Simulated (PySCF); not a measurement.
## O⁻ (oxygen, charge -1) across methods

[He] 2s2 2p5, 2P determinant. Calculation: PySCF 2.14, in aug-cc-pVQZ with one added diffuse shell each of s, p, d, f, g type (7s6p5d4f3g, 105 functions); the non-relativistic Hamiltonian (point nucleus).

| method | E (hartree) | mean ε 2s β (eV) | mean ε 2p α (eV) | mean ε 2p β (eV) | Σ⟨r²⟩ (bohr²) | ⟨S²⟩ |
| --- | --- | --- | --- | --- | --- | --- |
| r2SCAN0 | -75.1045 | -14.195 | -0.632 | 0.988 | 21.41 | 0.767 |
| PBEsol | -74.8238 | -11.818 | 0.815 | 2.133 | 26.81 | 0.784 |
| r2SCAN | -75.1180 | -12.300 | 0.647 | 2.074 | 24.35 | 0.779 |
| PBE0 | -75.0728 | -13.903 | -0.412 | 1.072 | 22.40 | 0.765 |
| revPBE | -75.1384 | -11.931 | 0.842 | 2.086 | 27.14 | 0.779 |
| BHandHLYP | -75.1203 | -16.084 | -1.858 | -0.206 | 20.53 | 0.761 |
| UHF | -74.79666 | -19.859 | -4.825 | -2.174 | 19.25 | 0.773 |
| PBE | -75.0801 | -11.907 | 0.820 | 2.057 | 26.70 | 0.778 |
| LDA | -74.6065 | -11.849 | 0.664 | 2.014 | 26.15 | 0.781 |

The outer electron is barely bound at this level, so radii and moments hang on the diffuse functions.

The highest occupied level is positive at r2SCAN0, PBEsol, r2SCAN, PBE0, revPBE, PBE, LDA: only the finite basis holds that electron, which in a density functional comes from self-interaction.
